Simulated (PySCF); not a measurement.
B(F)(OH)(OSiH3) (BFH4O2Si), SMILES OB(F)O[SiH3]. Geometry optimised at PBE-D3(BJ)/def2-SVP. The structure was generated by enumeration, and PubChem lists no compound with its InChIKey, so it may never have been made. One conformer was computed; it need not be the lowest.

Computed equilibrium geometry at PBE-D3(BJ)/def2-SVP (PySCF confirms it by a frequency run) as a Z-matrix, and its point group (one conformer of several):
point group Cs.
```
O
B 1 1.3609
F 2 1.3464 1 118.71
O 2 1.3686 3 120.35 1 180.00
H 4 0.9734 2 112.20 3 0.00
Si 1 1.6937 2 128.56 3 180.00
H 6 1.4981 1 106.11 2 180.00
H 6 1.5021 7 109.94 1 -119.42
H 6 1.5021 7 109.94 8 -121.17
```
Charge 0, spin multiplicity 1.
